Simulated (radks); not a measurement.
Values are calculated unless marked as measured or tabulated.
The caesium anion Cs-, [Xe] 6s2, held by a Watson sphere: a shell of charge +1 at radius R that stands for the Madelung well of a crystal (potential energy -1/R inside, -1/r outside, in hartree with lengths in bohr). Code: a radial shooting solver on a logarithmic mesh with Libxc functionals. Model: scalar-relativistic Kohn-Sham, r2SCAN, spin-unpolarised, spherical densities, finite nucleus; meta-GGA in the generalised Kohn-Sham scheme; Fermi nuclear charge, rms radius of each element as measured or else 0.836 A^(1/3) + 0.57 fm.

| R (bohr) | e(5s) (eV) | e(5p) (eV) | e(6s) (eV) | <r> 6s (bohr) | sum of <r^2> (bohr^2) | X-ray form factor at sin(theta)/lambda = 0.3 1/angstrom |
|---|---|---|---|---|---|---|
| 3.34 | -29.267 | -15.748 | -3.164 | 5.066 | 109.6 | 37.933 |
| 3.96 | -28.453 | -14.934 | -3.089 | 5.207 | 112.9 | 37.933 |
| 5.17 | -27.587 | -14.042 | -2.841 | 5.599 | 122.1 | 37.923 |
| 5.24 | -27.555 | -14.008 | -2.825 | 5.623 | 122.6 | 37.922 |
| 5.36 | -27.504 | -13.955 | -2.796 | 5.664 | 123.7 | 37.921 |
